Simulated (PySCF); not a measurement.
Geometry:
```json
{"atom": "C1", "x (Å)": "-0.360", "y (Å)": "1.172", "z (Å)": "-0.876"}
{"atom": "C2", "x (Å)": "-0.016", "y (Å)": "-0.025", "z (Å)": "0.022"}
{"atom": "C3", "x (Å)": "-0.081", "y (Å)": "-1.310", "z (Å)": "-0.810"}
{"atom": "C4", "x (Å)": "-1.011", "y (Å)": "-0.100", "z (Å)": "1.181"}
{"atom": "Al5", "x (Å)": "1.839", "y (Å)": "0.281", "z (Å)": "0.663"}
{"atom": "H6", "x (Å)": "-1.377", "y (Å)": "1.059", "z (Å)": "-1.300"}
{"atom": "H7", "x (Å)": "-0.354", "y (Å)": "2.129", "z (Å)": "-0.325"}
{"atom": "H8", "x (Å)": "0.332", "y (Å)": "1.270", "z (Å)": "-1.730"}
{"atom": "H9", "x (Å)": "0.144", "y (Å)": "-2.209", "z (Å)": "-0.211"}
{"atom": "H10", "x (Å)": "-1.095", "y (Å)": "-1.451", "z (Å)": "-1.231"}
{"atom": "H11", "x (Å)": "0.624", "y (Å)": "-1.292", "z (Å)": "-1.658"}
{"atom": "H12", "x (Å)": "-0.804", "y (Å)": "-0.950", "z (Å)": "1.852"}
{"atom": "H13", "x (Å)": "-1.001", "y (Å)": "0.813", "z (Å)": "1.798"}
{"atom": "H14", "x (Å)": "-2.044", "y (Å)": "-0.229", "z (Å)": "0.804"}
{"atom": "H15", "x (Å)": "2.138", "y (Å)": "0.740", "z (Å)": "2.162"}
{"atom": "H16", "x (Å)": "3.052", "y (Å)": "0.118", "z (Å)": "-0.363"}
```

Computational details: NMR shieldings at PBE0/pcSseg-1/GIAO, geometry: PBE0-D3(BJ)/def2-SVP, in PySCF (averaged over atoms made equivalent by symmetry, fast rotation or ring inversion, one conformer, non-relativistic, gas phase).

δ = σ(ref) − σ, references computed at the same level: $^{13}$C, $^{1}$H against TMS; $^{27}$Al against AlH4-.

| atoms | nucleus | count | δ (ppm) |
| --- | --- | --- | --- |
| C1/C3/C4 | $^{13}$C | 3 | ? |
| C2 | $^{13}$C | 1 | ? |
| Al5 | $^{27}$Al | 1 | 211.7 |
| H6/H7/H8/H9/H10/H11/H12/H13/H14 | $^{1}$H | 9 | 1.03 |
| H15/H16 | $^{1}$H | 2 | 5.31 |

Problem. Fill in the missing shifts.

Solution. 
- C1/C3/C4: 27.9 ppm, methyl carbon; aliphatic region, no heteroatom directly attached
- C2: 19.1 ppm, fully substituted sp3 carbon bonded to Al

Hydrides on Al or Ga are broadened by the quadrupolar metal nucleus. Shifts are as computed. Against solution values, carbons near 30 ppm lie about +2 ppm off and those near 130 ppm about +5 ppm. Of 1211 compounds with measured shifts, 218 miss one by over three times the rms of a fit or turn the order of signals round; such compounds aren't used in these exercises.
